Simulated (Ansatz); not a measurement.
Input (CCSDT(Q)/cc-pV(D+d)Z; Ansatz, a first-principles code): A basis named .json is the Basis Set Exchange file of that set.

Ansatz 0.2 input:
```yaml
crystal:
  periodic: [false, false, false]
  atoms:
    - {symbol: Si, position_ang: [0.80197483, -0.19760247, 0.60595417]}
    - {symbol: H, position_ang: [2.06331240, -0.51011346, -0.15628702]}
    - {symbol: Cl, position_ang: [-0.78182117, 0.19273812, -0.48982772]}
basis:
  gaussian:
    orbitals: cc-pV_D+d_Z.json
total_charge: 1
magnetization: {spin_polarized: true, initial_magnetization: 1}
correlation: {method: ccsdt_q, electrons: outside_noble_gas}
```

Output:

```
Functional definition: HF
integrals: 0.05 GiB planned
949 factors; integrals over basis functions are off by at most 1.4e-7 eV
mean field: 0.19 GiB planned
mean field evaluation 1: about -20371.1755 eV, gradient 1.8e1 eV
mean field evaluation 2: about -20371.1946 eV, gradient 1.8e1 eV
mean field evaluation 4: about -20373.4961 eV, gradient 1.8e0 eV
mean field evaluation 8: about -20373.5627 eV, gradient 5.4e-3 eV
mean field evaluation 16: about -20373.4758 eV, gradient 1.8e0 eV
mean field evaluation 32: about -20370.6707 eV, gradient 3.0e-1 eV
mean field evaluation 64: about -20369.2451 eV, gradient 5.3e-1 eV
mean field evaluation 96: about -20369.2557 eV, gradient 7.0e-4 eV
mean field -20373.56271690 eV, -748.7146201492 hartree, gradient 2.2e-6 eV, S^2 0.762370; 1 other end points of the search recorded, 0 dependent functions left out
determinant -20373.56271690 eV, -748.7146201492 hartree, with singles and doubles -20379.67358728 eV, -748.9391904936 hartree
determinant -20370.68380567 eV, -748.6088221131 hartree, with singles and doubles -20376.99959978 eV, -748.8409232656 hartree
10 core orbitals not correlated
reference -20373.56271690 eV, -748.7146201492 hartree; 6, 5 occupied and 35, 36 virtual orbitals, 949 factors
second order -5.37389699 eV of doubles, -0.00000000 eV of singles
coupled cluster: 0.50 GiB planned
cycle   1  -5.85461705 eV  change   -4.8e-1 eV  update   8.2e-2
cycle   2  -6.13901106 eV  change   -2.8e-1 eV  update   4.0e-2
cycle   3  -6.34829323 eV  change   -2.1e-1 eV  update   2.8e-2
cycle   4  -6.33074162 eV  change    1.8e-2 eV  update   1.0e-2
cycle   5  -6.33274172 eV  change   -2.0e-3 eV  update   6.1e-3
cycle   6  -6.33834645 eV  change   -5.6e-3 eV  update   2.9e-3
cycle   7  -6.33833284 eV  change    1.4e-5 eV  update   1.6e-3
cycle   8  -6.33809995 eV  change    2.3e-4 eV  update   6.7e-4
cycle   9  -6.33835615 eV  change   -2.6e-4 eV  update   3.9e-4
cycle  10  -6.33824854 eV  change    1.1e-4 eV  update   1.4e-4
cycle  11  -6.33833778 eV  change   -8.9e-5 eV  update   6.4e-5
cycle  12  -6.33835406 eV  change   -1.6e-5 eV  update   2.9e-5
cycle  13  -6.33835424 eV  change   -1.8e-7 eV  update   1.2e-5
cycle  14  -6.33836024 eV  change   -6.0e-6 eV  update   6.2e-6
cycle  15  -6.33836166 eV  change   -1.4e-6 eV  update   3.1e-6
cycle  16  -6.33836267 eV  change   -1.0e-6 eV  update   1.8e-6
cycle  17  -6.33836364 eV  change   -9.7e-7 eV  update   1.0e-6
perturbative correction -0.01550222 eV, -0.0005696959 hartree
Total energy: -20379.91658275 eV, -748.9481204126 hartree
```
